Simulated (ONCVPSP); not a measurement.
# Ce (Z = 58): one change to an ONCV potential, before and after

```
Element                 : cerium (Ce)
Generator               : ONCVPSP 4.0.1
Type                    : optimised norm-conserving Vanderbilt (ONCV)
Functional              : PBE
Relativity              : scalar-relativistic
Frozen core             : [Kr] 4d10
Valence charge          : 12
Reference configuration : 4f1 5s2 5p6 5d1 6s1 (charge +1)
Partial waves           : 5s+6s: rc 2.50 bohr, ncon 3, nbas 6, qcut 3.8 1/bohr, 2 projectors; 5p: rc 2.75 bohr, ncon 4, nbas 7, qcut 5.6 1/bohr, 2 projectors, debl 2.2 Ha; 5d: rc 3.05 bohr, ncon 4, nbas 8, qcut 5.2 1/bohr, 3 projectors, debl 0.9 Ha; 4f: rc 1.35 bohr, ncon 4, nbas 8, qcut 12.6 1/bohr, 2 projectors, debl 3.3 Ha
Local potential         : polynomial inside 1.15 bohr (lpopt 5, dvloc0 0 Ha)
Core correction         : none
```

Change: s: qcut 4.1; p: qcut 6; d: qcut 5.6; f: qcut 13.5.

Cutoffs: the cutoffs (Ha) at which the residual kinetic energy of the hardest occupied pseudo-wave falls to 1 and 0.1 mHa per electron; they do not see the model core or the augmentation charge, which bear on the density cutoff. Errors are all-electron minus pseudo energies relative to the spin-unpolarised reference configuration.

What does the change do?

The potential gets harder (67 Ha and 73 Ha → 72 Ha and 79 Ha); both files keep a bound ghost (s); of the 4 tests that both files solve, the error grows in 0 and shrinks in 1 by more than 15 % and 0.3 meV (median size 2.2 → 1.7 meV).

```csv
quantity,base,changed
"cutoff, loose",67 Ha,72 Ha
"cutoff, tight",73 Ha,79 Ha
loose cutoff by channel,"s 5.2 Ha, p 5.2 Ha, d 6.7 Ha, f 67 Ha","s 5.9 Ha, p 5.6 Ha, d 6.8 Ha, f 72 Ha"
bound ghosts,s,s
GHOST(+) flags under 300 eV,p at 36.9 eV,p at 38.6 eV
"error for 4f1 5s2 5p6 5d1 6s2, meV [ΔE -6.07 eV]",+0.5,+0.6
"error for 4f1 5s2 5p6 5d1 6s0, meV [ΔE 11.08 eV]",-2.9,-2.9
"error for 4f1 5s2 5p6 5d0 6s0, meV [ΔE 30.26 eV]",+1.5,-0.1
"error for 4f1 5s2 5p6 5d2 6s0, meV [ΔE 0.17 eV]",-11,-11
s: phases at 2.54 bohr within 0.05 rad from the reference energy up to (Ha; the scan ends near 5),2.9,3.1
p: phases at 2.79 bohr within 0.05 rad from the reference energy up to (Ha; the scan ends near 5),1.3,n/a
d: phases at 3.09 bohr within 0.05 rad from the reference energy up to (Ha; the scan ends near 5),4.0,4.0
f: phases at 1.37 bohr within 0.05 rad from the reference energy up to (Ha; the scan ends near 5),to the end of the scan,to the end of the scan
```

 A true bound ghost makes a file unfit for plane-wave use even where its test errors are small: the radial tests pick states by their node count and pass the ghost by.
